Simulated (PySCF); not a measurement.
**From computed data to an observable: oscillator strength and radiative lifetime**

Al(H)2(NMe2) (C2H8AlN), SMILES C[N](C)[AlH2].

Geometry optimised at PBE0-D3(BJ)/def2-SVP. The structure was generated by enumeration; whether it is a known compound was not checked.

TDDFT-PBE/def2-SVPD (PySCF) puts the first singlet state with f over 0.02 at 4.38 eV (vertical), with the transition dipole (0.000, 0.000, 1.155) in atomic units.

Find the oscillator strength, the wavelength and the radiative lifetime that this transition would have in vacuum if emission retraced absorption.


|μ|² = 1.3340 au, so |μ| = 2.94 D. ΔE = 4.38/27.211 = 0.1610 hartree. f = (2/3) ΔE |μ|² = 0.143 (the program prints 0.143).
λ = 1239.84/4.38 = 283 nm; ν = 35327 cm⁻¹.
Einstein's coefficient A = 0.6670 ν² f s⁻¹ (ν in cm⁻¹) = 1.2e8 s⁻¹, so τ = 1/A = 8.4 ns. This state is S1. The figure is the radiative limit of this one transition; relaxation, internal conversion, crossing to triplets and a medium change what is measured.
